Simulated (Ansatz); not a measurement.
```yaml
crystal:
  periodic: [false, false, false]
  atoms:
    - {symbol: N, position_ang: [-1.071554, 1.374038, 0.109624]}
    - {symbol: In, position_ang: [0.117123, -0.198380, -0.196074]}
    - {symbol: S, position_ang: [2.007519, -0.883430, 1.188645]}
    - {symbol: Br, position_ang: [-0.221609, -1.497842, -2.169800]}
    - {symbol: H, position_ang: [-1.115777, 1.732304, 1.012159]}
    - {symbol: H, position_ang: [-1.909395, 1.433337, -0.418348]}
    - {symbol: h, position_ang: [2.160749, -1.921314, 0.368749]}
basis:
  gaussian: {orbitals: def2-TZVP}
total_charge: -1
magnetization: {spin_polarized: true, initial_magnetization: 1}
hamiltonian: {xc: {name: r2SCAN50}, dispersion: d3bjatm}
output: {forces: true}
```

```sh
$ ansatz run in.yaml --threads 4 --pin off --events-out ev --progress --plain --max-ram 10444MiB
```

Output, abridged:

```
Error: YAML parse error: error: line 10 column 16: `h` is not an element symbol (H … Og, case-exact)
  --> <input>:10:16
   |
 8 |     - {symbol: H, position_ang: [-1.115777, 1.732304, 1.012159]}
 9 |     - {symbol: H, position_ang: [-1.909395, 1.433337, -0.418348]}
10 |     - {symbol: h, position_ang: [2.160749, -1.921314, 0.368749]}
   |                ^ `h` is not an element symbol (H … Og, case-exact)
11 | basis:
12 |   gaussian: {orbitals: def2-TZVP}
   |
```

In this input an element symbol is wrong. The program refused the input.
